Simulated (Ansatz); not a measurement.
`CC(C)=CBr` + H₂ → isobutene + HBr at 700 K and 1 bar (hydrogenolysis of a C–Br bond).

Program: Ansatz. Geometries: PBE0-D4/def2-TZVP. ΔE: electronic, gas phase. CBS: MP2 limit from def2 TZ/QZ plus the TZ coupled-cluster correction, frozen cores. This one scheme is used for every species. For Br outer-core shells are correlated without core-valence functions, which leaves a few kJ/mol of doubt a bond. Scalar relativity is left out up to krypton.

```tsv
species	CCSD(T)/CBS energy (Eh)	H − E (kJ/mol)	S (J/(mol·K))
`CC(C)=CBr`	-2729.73055	334.9	456.7
H₂	-1.17544	46.8	155.3
`C=C(C)C`	-157.01236	350.9	393.9
HBr	-2573.91920	36.5	223.7
```

H − E and S are ideal-gas, rigid-rotor, harmonic terms from PBE0-D4/def2-TZVP. For small species the MP2-based limit differs from directly extrapolated CCSD(T) by up to some mEh (0.8 for H₂); such offsets cancel only in part. 1 Eh = 2625.50 kJ/mol, R = 8.31446 J/(mol·K).

Q: By hand: ΔE, ΔH, ΔS and ΔG.

A: ΔE = (-157.01236) + (-2573.91920) − (-2729.73055) − (-1.17544) = -0.02557 Eh = -67.1 kJ/mol. Δ(H − E) = 350.9 + 36.5 − 334.9 − 46.8 = 5.7, so ΔH = -61.4 kJ/mol. ΔS = 393.9 + 223.7 − 456.7 − 155.3 = 5.6 J/(mol·K). ΔG = -61.4 − 700 × (5.6)/1000 = -65.3 kJ/mol.

Q: By hand: the equilibrium constant, and the temperature at which ΔG would vanish if ΔH and ΔS stayed fixed.

A: log₁₀ K = −ΔG/(RT ln 10) = 4.9. ΔH and −TΔS have one sign here, so there is no such temperature.

The number of gas molecules stays the same, so ΔS is small and ΔH decides. A doubt of 5 kJ/mol in ΔE shifts log₁₀ K by 0.4 here. These are equilibria of isolated gas molecules and say nothing of rates. Largest T1 diagnostic: 0.010 (customary marks: 0.02 for closed shells, 0.045 for open ones).

ΔS is within the doubt of such terms, so its sign, and with it that verdict, could turn.
